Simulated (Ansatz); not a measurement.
`OC1=C[SiH]1S`, charge 0, multiplicity 1.

(1) Give a relaxed structure at PBE0-D4/def2-TZVP (Ansatz). (Best estimate.)

Answers

(1) The calculation gave: 
```xyz
9

O     0.676   -1.552    1.357
C     0.461   -0.487    0.589
C     0.140    0.811    0.749
Si    0.300    0.362   -0.984
S    -1.318    0.140   -2.347
H     0.560   -1.307    2.285
H    -0.059    1.473    1.584
H     1.450    0.730   -1.841
H    -2.209   -0.170   -1.390
```
This is one stationary point; other conformers may exist.
